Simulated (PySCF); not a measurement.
siletan-1-amine (C3H9NSi), SMILES C1CC[SiH]1N.

Geometry: PBE0-D3(BJ)/def2-SVP. Other conformers were not sampled.

Level of theory: PySCF with SMD-M06-2X/def2-SVP.

Solvation free energies are E(SMD) − E(gas) at the gas-phase geometry, for 1 M in both phases. In vacuum the dipole moment is 1.43 D.

```csv
solvent,ΔG(solv) (kcal/mol),its non-electrostatic (CDS) part,dipole (D)
water,___,___,___
methanol,-3.7,0.0,1.81
benzene,-2.7,-1.1,1.59
```

Task: Some entries are withheld; supply them. (Estimate from the structure and the level; the computed values follow.)

Result: 
- water, ΔG(solv) (kcal/mol): 0.0
- water, its non-electrostatic (CDS) part: 3.7
- water, dipole (D): 1.83
